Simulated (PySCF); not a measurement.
Working with the constants of LaB

UHF-CCSD(T) constants of LaB, quintet, about 0.0 electrons in the 4f shell (Mulliken) (PySCF, spin-free X2C with a Gaussian nucleus, basis sets La x2c-SVPall, B x2c-SVPall; masses 138.9063 and 11.0093 u):

```
ωe                     : 543.7 cm⁻¹
ωexe                   : 2.42 cm⁻¹
Be                     : 0.29974 cm⁻¹
αe                     : 0.00167 cm⁻¹
D (centrifugal)        : 3.64e-07 cm⁻¹
De to La (5d1 6s2) + B : 2.55 eV
```

Q: Give the vibrational terms G(v) and spacings up to v = 6.

A: G(v) = ωe(v+½) − ωexe(v+½)².

| v | G(v) (cm⁻¹) | G(v) − G(v−1) | Bv (cm⁻¹) |
| --- | --- | --- | --- |
| 0 | 271.2 |  | 0.2989 |
| 1 | 810.1 | 538.9 | 0.2972 |
| 2 | 1344.1 | 534.0 | 0.2956 |
| 3 | 1873.3 | 529.2 | 0.2939 |
| 4 | 2397.6 | 524.3 | 0.2922 |
| 5 | 2917.1 | 519.5 | 0.2906 |
| 6 | 3431.8 | 514.7 | 0.2889 |

A state of this spin cannot dissociate to the ground-state fragments, so its own limit lies higher than the one that De refers to.

Correlated steps freeze 19 core orbitals. Correlated levels converge slowly with the basis: in double zeta they bind strong bonds too weakly, by up to about 1 eV, and carry superposition errors of some tenths. These are scalar-relativistic numbers at best; spin–orbit coupling would shift them, the dissociation energy most. The state is the lowest single determinant that the PBE0 search found; with open d or f shells the true ground state can be another one.
